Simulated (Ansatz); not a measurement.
Reaction (SMILES): FSF → F atom + F[S] (F-S)
B3LYP-D3(BJ)/def2-TZVP geometries, fixed; electronic energies without zero-point terms.
Largest species:
```
S
F 1 1.6052
F 1 1.6052 2 98.75
```

Energies in hartree at CCSD(T) with Ansatz (an electronic-structure program); the bond dissociation energy is their sum with the coefficients shown, times 627.509 kcal/mol a hartree. All functions are spherical. Cores are frozen. Open shells are unrestricted. No added dispersion term, no relativity.

```tsv
species	coefficient	part	cc-pV(D+d)Z	cc-pV(T+d)Z	cc-pV(Q+d)Z
FSF	-1	Hartree-Fock	-596.34174	-596.44189	-596.46575
FSF	-1	correlation	-0.53244	-0.71239	-0.77537
F atom	+1	Hartree-Fock	-99.37524	-99.40552	-99.41377
F atom	+1	correlation	-0.15233	-0.21484	-0.23649
F[S] (F-S)	+1	Hartree-Fock	-496.91187	-496.96869	-496.98246
F[S] (F-S)	+1	correlation	-0.32049	-0.42931	-0.46599
```

**Question.** Predict the bond dissociation energy in cc-pV(5+d)Z (X = 5): let each Hartree-Fock step shrink by the ratio of the last two, and fit each correlation energy at X = 3 and 4 to E + A/X^3. Compare with the run.

**Answer.** 
- FSF: steps -0.10015 and -0.02386, ratio 0.238, so Hartree-Fock -596.47143 (run: -596.47164); A = (-0.71239 - (-0.77537))/(1/27 - 1/64) = 2.9413, correlation -0.77537 - A/64 + A/125 = -0.79780 (run: -0.79883).
- F atom: steps -0.03028 and -0.00825, ratio 0.272, so Hartree-Fock -99.41601 (run: -99.41605); A = (-0.21484 - (-0.23649))/(1/27 - 1/64) = 1.0111, correlation -0.23649 - A/64 + A/125 = -0.24420 (run: -0.24458).
- F[S] (F-S): steps -0.05682 and -0.01377, ratio 0.242, so Hartree-Fock -496.98579 (run: -496.98576); A = (-0.42931 - (-0.46599))/(1/27 - 1/64) = 1.7131, correlation -0.46599 - A/64 + A/125 = -0.47905 (run: -0.47946).
Predicted 90.47 kcal/mol; the run in cc-pV(5+d)Z gives 90.75, a miss of -0.28. Keeping the value in cc-pV(Q+d)Z, 89.36, would miss by -1.39. All sums are of the energies as printed.
